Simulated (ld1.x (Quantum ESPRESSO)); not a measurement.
**Pseudopotential generation for Hf: TM, PBEsol, scalar-relativistic.**

```
Element                 : Hf (Z = 72)
Generator               : ld1.x (Quantum ESPRESSO) 7.5
Type                    : norm-conserving Troullier–Martins (Kleinman–Bylander form)
Functional              : PBEsol
Relativity              : scalar-relativistic
Frozen core             : [Kr] 4d10 4f14
Valence charge          : 12
Reference configuration : 5s2 5p6 5d2 6s2 6p0
Partial waves           : 5s (bound): rc 1.45 bohr; 5p (bound): rc 1.60 bohr; 5d (bound): rc 1.90 bohr
Local potential         : all-electron potential smoothed inside 1.65 bohr (lloc = -1)
Core correction         : none
```

Occupied shells without a wave of their own: 6s. They enter only through the test configuration that unscreens the potential.

(1) Estimate the cutoffs (Ry, on a coarse ladder) from which the occupation-weighted sum of valence levels, in a spherical-Bessel basis at the reference potential, stays within 10 and 1 mRy of its value at 400 Ry.

(2) What does a ghost test show?

(3) Which valence shell sets the plane-wave cutoff?

(4) Tests: 5s2 5p6 5d2 6s1 6p0; 5s2 5p6 5d2 6s0 6p0; 5s2 5p6 5d1 6s0 6p0; 5s2 5p6 5d2 6s0 6p1; 5s2 5p6 5d1 6s2 6p1; 5s2 5p6 5d2 6s0 6p2; 5s2 5p6 5d2 6s1 6p1. Which has the largest error in its energy relative to the reference configuration, and how large is it?

Answers

(1) 80 Ry and 120 Ry.

(2) No extra level below or beside the all-electron valence levels (s, p, d, f tested).

(3) 5s: its level needs 90 Ry to come within 1 mRy, against 70 Ry for 6s.

(4) 5s2 5p6 5d2 6s0 6p2, with +52 meV (all-electron minus pseudo) on +7.92 eV.
